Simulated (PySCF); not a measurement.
Atomic charges against the basis set

C₂H₇BO₂S.
Bonds: C1–O2, O2–B3, B3–O4, B3–S5, S5–C6. Hydrogens: H7, H8, H9 on C1; H10 on O4; H11, H12, H13 on C6.

PBE0 throughout (PySCF), one geometry, spherical d and f functions. One conformer (not necessarily the lowest) at the PBE0-D3(BJ)/def2-SVP geometry, without solvent, vibrations or thermal averaging. Atoms taken as equivalent share a column and are averaged. The first 7 of 9 kinds of atom are listed.

Mulliken charges (e):

```
        basis  functions      C1      O2      B3      O4      S5      C6  H7/H8/H9
       STO-3G         41  -0.132  -0.261  +0.226  -0.324  +0.071  -0.311    +0.085
        6-31G         72  -0.279  -0.540  +0.484  -0.627  +0.125  -0.727    +0.184
     pcSseg-0         72  -0.363  -0.665  +0.781  -0.638  -0.130  -0.893    +0.235
       6-31G*        102  -0.314  -0.428  +0.468  -0.611  -0.041  -0.674    +0.180
      cc-pVDZ        123  +0.042  -0.215  +0.108  -0.119  -0.151  -0.190    +0.050
     def2-SVP        123  +0.086  -0.279  +0.115  -0.153  -0.178  -0.164    +0.050
  aug-cc-pVDZ        205  +1.013  -0.450  +0.797  -0.518  -0.178  +0.292    -0.214
6-311+G(2d,p)        212  -0.402  -0.634  +1.113  -0.728  -0.152  -0.514    +0.163
    def2-TZVP        234  -0.278  -0.256  +0.291  -0.409  -0.155  -0.338    +0.134
      cc-pVTZ        282  -0.110  -0.196  +0.143  -0.241  -0.108  -0.278    +0.084
     IGLO-III        289  -0.282  -0.388  +0.584  -0.552  +0.014  -0.521    +0.130
     pcSseg-2        321  +0.101  -0.466  +0.499  -0.413  -0.128  -0.084    +0.039
```

IAO charges (e):

```
        basis  functions      C1      O2      B3      O4      S5      C6  H7/H8/H9
       STO-3G         41  -0.261  -0.261  +0.183  -0.368  +0.140  -0.484    +0.130
        6-31G         72  -0.248  -0.391  +0.326  -0.522  +0.035  -0.509    +0.151
     pcSseg-0         72  -0.226  -0.384  +0.315  -0.499  +0.019  -0.502    +0.146
       6-31G*        102  -0.203  -0.409  +0.372  -0.538  +0.033  -0.492    +0.138
      cc-pVDZ        123  -0.200  -0.404  +0.359  -0.534  +0.032  -0.487    +0.137
     def2-SVP        123  -0.192  -0.401  +0.353  -0.530  +0.037  -0.479    +0.134
  aug-cc-pVDZ        205  -0.209  -0.414  +0.370  -0.557  +0.030  -0.495    +0.142
6-311+G(2d,p)        212  -0.211  -0.418  +0.373  -0.559  +0.039  -0.504    +0.143
    def2-TZVP        234  -0.208  -0.418  +0.378  -0.559  +0.041  -0.506    +0.141
      cc-pVTZ        282  -0.210  -0.417  +0.379  -0.557  +0.034  -0.505    +0.141
     IGLO-III        289  -0.211  -0.419  +0.374  -0.562  +0.045  -0.507    +0.142
     pcSseg-2        321  -0.209  -0.419  +0.377  -0.560  +0.040  -0.506    +0.142
```

Hirshfeld charges (e):

```csv
basis,functions,C1,O2,B3,O4,S5,C6,H7/H8/H9
STO-3G,41,+0.045,-0.166,+0.140,-0.190,-0.036,-0.039,+0.019
6-31G,72,-0.010,-0.187,+0.184,-0.251,-0.092,-0.098,+0.048
pcSseg-0,72,-0.013,-0.178,+0.181,-0.255,-0.070,-0.104,+0.048
6-31G*,102,-0.011,-0.175,+0.189,-0.248,-0.104,-0.096,+0.045
cc-pVDZ,123,-0.026,-0.160,+0.180,-0.243,-0.072,-0.112,+0.045
def2-SVP,123,-0.026,-0.169,+0.185,-0.253,-0.061,-0.116,+0.047
aug-cc-pVDZ,205,-0.035,-0.177,+0.201,-0.257,-0.055,-0.131,+0.050
"6-311+G(2d,p)",212,-0.027,-0.183,+0.201,-0.261,-0.057,-0.123,+0.048
def2-TZVP,234,-0.031,-0.177,+0.201,-0.261,-0.060,-0.124,+0.048
cc-pVTZ,282,-0.033,-0.172,+0.201,-0.257,-0.065,-0.125,+0.048
IGLO-III,289,-0.035,-0.181,+0.202,-0.264,-0.043,-0.130,+0.050
pcSseg-2,321,-0.036,-0.178,+0.206,-0.262,-0.057,-0.131,+0.050
```

ESP-fitted charges (e):

```csv
basis,functions,C1,O2,B3,O4,S5,C6,H7/H8/H9
STO-3G,41,-0.411,-0.162,+0.532,-0.536,-0.212,-0.186,+0.141
6-31G,72,-0.281,-0.325,+0.735,-0.741,-0.373,-0.225,+0.137
pcSseg-0,72,-0.364,-0.330,+0.811,-0.756,-0.410,-0.231,+0.160
6-31G*,102,-0.309,-0.189,+0.470,-0.571,-0.262,-0.362,+0.130
cc-pVDZ,123,-0.275,-0.170,+0.395,-0.519,-0.228,-0.314,+0.119
def2-SVP,123,-0.260,-0.207,+0.467,-0.567,-0.249,-0.275,+0.118
aug-cc-pVDZ,205,-0.374,-0.137,+0.424,-0.551,-0.213,-0.390,+0.142
"6-311+G(2d,p)",212,-0.404,-0.133,+0.409,-0.571,-0.193,-0.419,+0.151
def2-TZVP,234,-0.373,-0.147,+0.432,-0.575,-0.205,-0.379,+0.143
cc-pVTZ,282,-0.352,-0.151,+0.422,-0.549,-0.214,-0.359,+0.137
IGLO-III,289,-0.364,-0.138,+0.397,-0.552,-0.185,-0.413,+0.141
pcSseg-2,321,-0.370,-0.162,+0.478,-0.585,-0.231,-0.357,+0.142
```

Some averages cover members that differ in this geometry, most widely: H7/H8/H9, Mulliken in aug-cc-pVDZ -0.356 to -0.142; H7/H8/H9, IAO in 6-31G +0.136 to +0.179; H7/H8/H9, Mulliken in cc-pVTZ +0.069 to +0.110; H7/H8/H9, IAO in pcSseg-0 +0.131 to +0.172 e.

Question: Which scheme is steadiest as the basis changes?

Answer: Largest range over the bases for any column: Hirshfeld 0.09 e, IAO 0.20 e, ESP-fitted 0.42 e, Mulliken 1.41 e. Hirshfeld charges move least and Mulliken charges most, counted in e. Without the minimal STO-3G basis the ranges are Hirshfeld 0.06, IAO 0.06, ESP-fitted 0.42, Mulliken 1.41 e.

Question: How much do the charges still move between the two largest bases, IGLO-III and pcSseg-2?

Answer: At most, over all atoms: Mulliken 0.437 e, IAO 0.005 e, Hirshfeld 0.014 e, ESP-fitted 0.081 e.

Question: What do the same runs give for the total energy, the frontier levels and the dipole moment?

Answer: 
| basis | energy (Eh) | HOMO (eV) | LUMO (eV) | μ (D) |
| --- | --- | --- | --- | --- |
| STO-3G | -645.9001 | -3.31 | 5.32 | 2.84 |
| 6-31G | -653.4649 | -6.57 | 1.42 | 4.63 |
| pcSseg-0 | -652.5348 | -6.70 | 1.07 | 4.93 |
| 6-31G* | -653.5707 | -6.52 | 1.57 | 3.90 |
| cc-pVDZ | -653.6163 | -6.53 | 1.17 | 3.59 |
| def2-SVP | -653.2892 | -6.52 | 1.11 | 3.70 |
| aug-cc-pVDZ | -653.6390 | -6.73 | -0.38 | 3.51 |
| 6-311+G(2d,p) | -653.6953 | -6.71 | -0.21 | 3.52 |
| def2-TZVP | -653.7181 | -6.70 | 0.52 | 3.49 |
| cc-pVTZ | -653.7162 | -6.69 | 0.64 | 3.49 |
| IGLO-III | -653.7239 | -6.68 | 0.16 | 3.41 |
| pcSseg-2 | -653.7283 | -6.74 | 0.12 | 3.58 |

The dipole is fixed by the density alone, so its range of 2.09 D shows that the density itself changes with the basis, not only its division among atoms.
